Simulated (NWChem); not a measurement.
System: C$_{3}$H$_{6}$OSi; SMILES C[Si@H]1C=CO1

```xyz
11

C     -0.0102    -2.0101    -0.5030
Si     0.0896    -0.4160     0.4733
C      1.1119     1.0134    -0.0970
C     -0.0826     1.5992    -0.3229
O     -1.1283     0.7418     0.0045
H      0.8418    -2.6621    -0.2738
H     -0.0076    -1.8085    -1.5791
H     -0.9252    -2.5621    -0.2567
H      0.0194    -0.6960     1.9326
H      2.0996     1.4213    -0.2506
H     -0.3699     2.5814    -0.6980
```
Atoms are numbered in this order, from 1.

All runs: NWChem. Medium grid unless said otherwise, to which SCAN and Minnesota functionals are sensitive. Structure relaxed at the B3LYP/6-31G* (spherical d) level. Hybrids' shares of exact exchange are those that their runs print; pure functionals count as 0. The functionals differ in more than this share.

```csv
row,share of exact exchange,orbital gap (eV)
PBE/def2-SVP,0.00,4.61
r2SCAN/def2-SVP,0.00,5.07
TPSSh/def2-SVP,0.10,5.71
B3LYP/def2-SVP,0.20,withheld
M06-2X/def2-SVP,0.54,9.09
```

**Question.** Fit a straight line of the last column on the one before it, predict the withheld value, and compare with the run.

**Answer.** 
1. Means of the 4 shown rows: x = 0.160, y = 6.120. Slope Σ(x − x̄)(y − ȳ)/Σ(x − x̄)² = 1.563/0.1992 = 7.845; intercept 4.865.
2. The shown rows scatter about the line by 0.166 (root mean square); the largest residual is -0.25, at PBE/def2-SVP.
3. At x = 0.20 (B3LYP/def2-SVP; inside the shown range) the line gives 6.43.
4. The run gives 6.40, -0.03 from the line, 0.2 times the scatter.
